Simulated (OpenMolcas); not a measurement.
Mo4+ among 2 point charges of -2 e arranged as a linear pair (D∞h).

* Program: OpenMolcas 26.06
* Method: SS-CASPT2, IPEA 0.25 Eh, imaginary shift 0.1 Eh (closed shells correlated: 4s 4p)
* Basis: ANO-RCC-VDZP [6s5p3d1f]
* Scalar Hamiltonian: DKH2, point nucleus
* Active space: 2 electrons in 5 orbitals (4d)
* State averaging: 2S+1 = 3 even, 10 roots; 2S+1 = 1 even, 15 roots
* Spin-orbit coupling: state interaction with AMFI integrals over the reference wave functions

All point charges move together. At R = 1.7 Å the first state of the same spin is 13020 cm-1, and at R = 1.82 Å it is 9780 cm-1.

Task: A third run gives 8200 cm-1. What distance was it run at?

Result: With a power law R^-n the two known points give n = -ln(9780 / 13020) / ln(1.82 / 1.7) = 4.20. Then R = 1.7 × (13020 / 8200)^(1/4.20) = 1.898 Å. The run was at 1.89 Å, so the estimate is off by +0.008 Å.

Roots that are degenerate in the reference are averaged as groups; the widest CASPT2 spread within a group is 46 cm-1 (the 2-fold group of multiplicity 1 near 41700 cm-1 above the lowest state of its run, R = 1.82). Shifts and gaps below about the spread of the groups concerned are not significant. Free-ion shares, where given, are those of the reference states; single-state CASPT2 does not remix them. Point charges carry no covalency, so the field is a model and not that of real ligands. No measured value stands beside these numbers.
